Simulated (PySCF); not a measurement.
Al(All)(Cl)(H) (C3H6AlCl), SMILES C=C[CH2][AlH][Cl].

Geometry optimised at B3LYP-D3(BJ)/def2-SVP. The structure was generated by enumeration; whether it is a known compound was not checked. The values are those of a single conformer.

Calculation: PySCF with B3LYP-D3(BJ)/def2-SVP.

Frequencies are harmonic and unscaled.

Computed normal modes with their intensities:
```tsv
mode	ν (cm⁻¹)	IR (km/mol)	moving atoms (share of kinetic energy)
1	69	2.9	C 60 %, Cl 18 %, H 16 %
2	130	12.7	Al 51 %, C 23 %, Cl 15 %, H 11 %
3	154	4.9	C 32 %, Al 24 %, Cl 23 %, H 21 %
4	277	3.3	H 52 %, C 37 %, Al 9 %
5	426	1.8	C 49 %, H 48 %
6	465	54.3	H 90 %
7	483	29.9	Cl 38 %, Al 34 %, C 16 %, H 12 %
8	598	7.3	H 69 %, C 14 %, Al 12 %
9	613	160.8	H 43 %, Al 32 %, C 22 %
10	707	49.0	H 63 %, C 27 %, Al 10 %
11	749	111.8	H 73 %, C 23 %
12	899	47.0	H 72 %, C 27 %
13	942	39.0	H 54 %, C 45 %
14	972	59.0	H 74 %, C 26 %
15	995	14.0	H 68 %, C 31 %
16	1043	13.3	H 86 %, C 14 %
17	1190	17.6	H 59 %, C 41 %
18	1307	1.9	H 77 %, C 23 %
19	1412	3.0	H 88 %, C 12 %
20	1443	6.7	H 81 %, C 19 %
21	1638	30.2	C 80 %, H 20 %
22	1986	132.7	H 96 %
23	3083	1.4	H 95 %
24	3135	3.4	H 94 %
25	3139	1.1	H 92 %, C 8 %
26	3182	1.8	H 90 %, C 10 %
27	3241	1.9	H 89 %, C 11 %
```
